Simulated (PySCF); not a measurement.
C2H3O2, doublet, geometry from GFN2-xTB, with bond 4-3 at 1.3 times its length. Base run: PBE0/6-31G* in PySCF.

Here is a job for PySCF.
```python
from pyscf import gto, scf, dft

mol = gto.M(
    atom='''
C     0.047659    0.082433   -0.051182
O     0.272140    1.158506   -0.578460
O    -1.156745   -0.201742    0.493676
H    -1.927214    0.785089    0.355954
C     0.980188   -0.988971    0.064329
H     0.690192   -1.902860    0.547326
H     1.968976   -0.869389   -0.335668
''',
    basis='6-31g*',
    charge=0,
    spin=1,
    verbose=4,
)

mf = dft.UKS(mol)
mf.xc = 'pbe0'
mf.kernel()
mf.analyze()
```

Each row names what was changed in the base input (with any setting that the change needs).

```csv
change,ΔE vs base (µEh),SCF cycles,<S^2>
base,0.0,13,0.760
conv_tol = 1e-12,0.0,19,0.760
init_guess = sap,0.0,14,0.760
conv_tol = 1e-7,0.0,11,0.760
diis = off; damp = 0.6 (with mf.diis_start_cycle = 200; with mf.max_cycle = 150),0.0,36,0.760
init_guess = vsap,0.0,14,0.760
init_guess = mod_huckel,0.0,16,0.760
init_guess = 1e,0.0,19,0.760
conv_tol = 1e-11,0.0,16,0.760
conv_tol = 1e-6,0.1,10,0.760
conv_tol = 1e-4,6.2,7,0.759
level_shift = 0.3 (with mf.max_cycle = 100),0.0,20,0.760
solver = newton,0.0,-,0.760
```

Open shells are given as the SCF converged; they aren't shown to be the lowest states, and a large step between rows can be another state.
